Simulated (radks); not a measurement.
Problem. Radial electron density D(r) = 4 pi r^2 rho(r) of an atom or ion with 47 electrons. Calculated with a radial shooting solver on a logarithmic mesh with Libxc functionals: Dirac Kohn-Sham, LB94 model potential, spin-unpolarised, spherical densities, finite nucleus; Fermi nuclear charge, rms radius of each element as measured or else 0.836 A^(1/3) + 0.57 fm.

```
   r/bohr * D(r) (the largest magnitude, 78, reaches the edge; | marks zero)
 0.001179 |*
 0.001561 | *
 0.002065 |   *
 0.002732 |     *
 0.003615 |        *
 0.004783 |            *
 0.006328 |                  *
  0.00844 |                          *
  0.01117 |                                  *
  0.01478 |                                        *
  0.01955 |                                            *
  0.02587 |                                           *
  0.03423 |                                       *
  0.04529 |                                      *
   0.0604 |                                             *
  0.07992 |                                                      *
   0.1057 |                                                      *
   0.1399 |                                           *
   0.1851 |                                      *
   0.2449 |                                            *
   0.3241 |                                         *
   0.4323 |                       *
   0.5719 |             *
   0.7567 |              *
    1.001 |            *
    1.325 |      *
    1.753 |  *
    2.319 |*
    3.093 *
    4.093 *
    5.416 *
```

What is the nuclear charge?

Solution. Z = 49. The innermost maximum, from 1s, lies near gamma/Z bohr with gamma = sqrt(1 - (Z/c)^2) = 0.934, here 0.0191 bohr (found: 0.0210), and its height grows with Z. The density is that of the indium ion In2+ in [Kr] 4d10 5s1; the configuration itself is not fixed sharply by these data, and Z only to a few units. D(r) has 4 maxima, at r = 0.0210, 0.0923, 0.272, 0.807 bohr, and minima at 0.0411, 0.178, 0.595 bohr, inside which lie 2.04, 11.22, 29.08 electrons.
